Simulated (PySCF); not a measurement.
C6H7N, charge +1, doublet, at a GFN2-xTB geometry (a state made from the parent by changing its charge; the spin is typed, not shown lowest); M06L/STO-3G (PySCF).

PySCF was given this input:
```python
from pyscf import gto, scf, dft

mol = gto.Mole()
mol.atom = '''
    N     2.244114   -0.288952    0.146351
    C     0.932114   -0.120019    0.060788
    C     0.325227    1.087390    0.524676
    C    -1.030799    1.250598    0.431162
    C    -1.828711    0.235465   -0.119260
    C    -1.249121   -0.957035   -0.579848
    C     0.104680   -1.142745   -0.496639
    H     2.683928   -1.140505   -0.179370
    H     2.839177    0.429350    0.539562
    H     0.950896    1.859974    0.945840
    H    -1.492489    2.161226    0.780538
    H    -2.897328    0.373060   -0.188951
    H    -1.877048   -1.727364   -1.000284
    H     0.563729   -2.054997   -0.847063
'''
mol.basis = 'sto-3g'
mol.charge = 1
mol.spin = 1
mol.verbose = 4
mol.build()

mf = dft.UKS(mol)
mf.xc = 'm06l'
mf.grids.level = 5
mf.kernel()
```

It wrote (shortened):

```
PySCF version 2.14.0

[INPUT] verbose = 4
[INPUT] num. atoms = 14
[INPUT] num. electrons = 49
[INPUT] charge = 1
[INPUT] spin (= nelec alpha-beta = 2S) = 1
[INPUT] symmetry False subgroup None
[INPUT] Mole.unit = angstrom
[INPUT] Symbol           X                Y                Z      unit          X                Y                Z       unit  Magmom
[INPUT]  1 N      2.244114000000  -0.288952000000   0.146351000000 AA    4.240760852302  -0.546040143145   0.276563308056 Bohr   0.0
[INPUT]  2 C      0.932114000000  -0.120019000000   0.060788000000 AA    1.761440176873  -0.226803039744   0.114872671660 Bohr   0.0
[INPUT]  3 C      0.325227000000   1.087390000000   0.524676000000 AA    0.614589958314   2.054869290591   0.991493944132 Bohr   0.0
[INPUT]  4 C     -1.030799000000   1.250598000000   0.431162000000 AA   -1.947927799476   2.363287711929   0.814778095320 Bohr   0.0
[INPUT]  5 C     -1.828711000000   0.235465000000  -0.119260000000 AA   -3.455762950979   0.444964361921  -0.225368737616 Bohr   0.0
[INPUT]  6 C     -1.249121000000  -0.957035000000  -0.579848000000 AA   -2.360496586443  -1.808534041623  -1.095753913877 Bohr   0.0
[INPUT]  7 C      0.104680000000  -1.142745000000  -0.496639000000 AA    0.197816530719  -2.159475080216  -0.938511692778 Bohr   0.0
[INPUT]  8 H      2.683928000000  -1.140505000000  -0.179370000000 AA    5.071888858052  -2.155242093697  -0.338960174963 Bohr   0.0
[INPUT]  9 H      2.839177000000   0.429350000000   0.539562000000 AA    5.365266949164   0.811353911582   1.019624407223 Bohr   0.0
[INPUT] 10 H      0.950896000000   1.859974000000   0.945840000000 AA    1.796933012944   3.514841458812   1.787378557659 Bohr   0.0
[INPUT] 11 H     -1.492489000000   2.161226000000   0.780538000000 AA   -2.820395453926   4.084125233289   1.475003049816 Bohr   0.0
[INPUT] 12 H     -2.897328000000   0.373060000000  -0.188951000000 AA   -5.475156413034   0.704981228030  -0.357065640963 Bohr   0.0
[INPUT] 13 H     -1.877048000000  -1.727364000000  -1.000284000000 AA   -3.547106642663  -3.264244877433  -1.890262806784 Bohr   0.0
[INPUT] 14 H      0.563729000000  -2.054997000000  -0.847063000000 AA    1.065293418475  -3.883381516803  -1.600717080252 Bohr   0.0

nuclear repulsion = 272.612480062106
number of shells = 28
number of NR pGTOs = 126
number of NR cGTOs = 42
basis = sto-3g
ecp = {}

******** <class 'pyscf.dft.uks.UKS'> ********
method = UKS
initial guess = minao
damping factor = 0
level_shift factor = 0
DIIS = <class 'pyscf.scf.diis.CDIIS'>
diis_start_cycle = 1
diis_space = 8
diis_damp = 0
SCF conv_tol = 1e-09
SCF conv_tol_grad = None
SCF max_cycles = 50
direct_scf = True
direct_scf_tol = 1e-13
number electrons alpha = 25  beta = 24
XC library pyscf.dft.libxc version 7.1.2
    S. Lehtola, C. Steigemann, M. J. T. Oliveira, and M. A. L. Marques,  SoftwareX 7, 1–5 (2018)
XC functionals = m06l
    Y. Zhao and D. G. Truhlar,  J. Chem. Phys. 125, 194101 (2006)
    Y. Zhao and D. G. Truhlar,  J. Chem. Phys. 125, 194101 (2006)
    Y. Zhao and D. G. Truhlar,  Theor. Chem. Acc. 120, 215 (2008)
radial grids:
    Treutler-Ahlrichs [JCP 102, 346 (1995); DOI:10.1063/1.469408] (M4) radial grids

becke partition: Becke, JCP 88, 2547 (1988); DOI:10.1063/1.454033
pruning grids: <function nwchem_prune>
grids dens level: 5
symmetrized grids: False
atomic radii adjust function: <function treutler_atomic_radii_adjust>
small_rho_cutoff = 0
Set gradient conv threshold to 3.16228e-05
tot grids = 464768
init E= -285.114643118449

cycle= 1 E= -283.705117723159  delta_E= 1.41  |g|= 0.144  |ddm|= 3.69
cycle= 2 E= -283.6665194568  delta_E= 0.0386  |g|= 0.264  |ddm|= 0.625
cycle= 3 E= -283.717610879319  delta_E= -0.0511  |g|= 0.0843  |ddm|= 0.484
cycle= 4 E= -283.72245169227  delta_E= -0.00484  |g|= 0.0192  |ddm|= 0.139
cycle= 5 E= -283.722773861349  delta_E= -0.000322  |g|= 0.0101  |ddm|= 0.0468
cycle= 6 E= -283.722859565815  delta_E= -8.57e-05  |g|= 0.00531  |ddm|= 0.0191
cycle= 7 E= -283.722901709784  delta_E= -4.21e-05  |g|= 0.00166  |ddm|= 0.0155
cycle= 8 E= -283.722908875096  delta_E= -7.17e-06  |g|= 0.000556  |ddm|= 0.00884
cycle= 9 E= -283.722909343517  delta_E= -4.68e-07  |g|= 0.000164  |ddm|= 0.00207
cycle= 10 E= -283.722909383217  delta_E= -3.97e-08  |g|= 2.66e-05  |ddm|= 0.00053
cycle= 11 E= -283.722909384064  delta_E= -8.48e-10  |g|= 1.45e-05  |ddm|= 8.61e-05
Extra cycle  E= -283.722909383977  delta_E= 8.77e-11  |g|= 1.99e-05  |ddm|= 4.88e-05
converged SCF energy = -283.722909383977  <S^2> = 0.76850481  2S+1 = 2.01842
```
